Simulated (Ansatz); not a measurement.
Consider the redistribution: `[SnH3][CH2][SnH3]` + `C[Si](Cl)(Cl)Cl` → `Cl[Si](Cl)(Cl)[SnH3]` + `C[CH2][SnH3]`.

Isolated molecules relaxed with PBE0-D4/def2-TZVP in Ansatz; ΔE leaves out vibrations. CBS: MP2 limit from def2 TZ/QZ plus the TZ coupled-cluster correction, frozen cores. Functionals use def2-TZVPP. def2 core potentials past Kr. For Sn outer-core shells are correlated without core-valence functions, which leaves a few kJ/mol of doubt a bond.

Task: Is it downhill or uphill in electronic energy at CCSD(T)/CBS, and by how much? (Best estimate.)

Result: Computed: Uphill: ΔE = +33.7 kJ/mol.

Task: What do these levels give: PBE, BLYP, r2SCAN, BHLYP, LC-ωPBE, HF/CBS(def2)? (An estimate is asked.)

Result: Computed: PBE 16.4, BLYP 17.8, r2SCAN 29.1, BHLYP 28.2, LC-ωPBE 31.6, HF/CBS(def2) 34.1 kJ/mol.

Largest T1 diagnostic among the species: 0.013.

From PBE to PBE0 (25 % exact exchange), in def2-TZVPP and without D4, ΔE moves by +5.4 kJ/mol. In def2-TZVPP, CCSD(T) changes the Hartree–Fock value by +4.0 kJ/mol (the triples alone add +0.7 kJ/mol) and MP2 by +8.9 kJ/mol. At CCSD(T), def2-SVP lies −11.9 kJ/mol from the extrapolated value and def2-TZVPP +3.5 kJ/mol.
